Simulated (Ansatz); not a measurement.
Ligands exchanged one at a time, In H-F. Isolated molecules, 0 K electronic values unless said otherwise. Strings in code marks are SMILES.

Quantity: vertical ionisation energy (energy after one electron is removed minus that of the parent at the parent's geometry), in eV.

Case: `[F][InH][F]`. Geometry of `[F][InH][F]` (neutral, multiplicity 1, Å):

```xyz
4

F      1.5733    -0.9580    -0.0099
In    -0.0051     0.1662    -0.0003
F     -1.5126    -1.0512     0.0143
H     -0.0557     1.8430    -0.0041
```

**Question.** Predict the vertical ionisation energy (energy after one electron is removed minus that of the parent at the parent's geometry) from frozen-core MP2/def2-TZVPP // r2SCAN-D4/def2-TZVP (Ansatz, an electronic-structure program).

**Answer.** 13.01 eV.
